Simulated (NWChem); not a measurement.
[SH][Mg][SH] (MgH2S2), optimised at PBE0/def2-SVP with NWChem:

```
Quantity                           Result
---------------------------------  ------
highest occupied level (eV)         -7.17
orbital gap (eV)                     5.73
dipole (D)                           1.16
highest harmonic frequency (cm⁻¹)    2703
zero-point energy (kcal/mol)         11.0
```

All stand in one matching conformer (torsions within 35°), which need not be the lowest.

Question: One Mg atom is replaced by Zn, giving [Zn]([SH])[SH] (ZnH₂S₂), optimised at the same level. How do these values move?

Answer: 
| quantity | new value | change |
|---|---|---|
| highest occupied level (eV) | -7.22 | -0.05 |
| orbital gap (eV) | 6.40 | +0.67 |
| dipole (D) | 1.24 | +0.08 |
| highest harmonic frequency (cm⁻¹) | 2705 | +2 |
| zero-point energy (kcal/mol) | 11.1 | +0.1 |
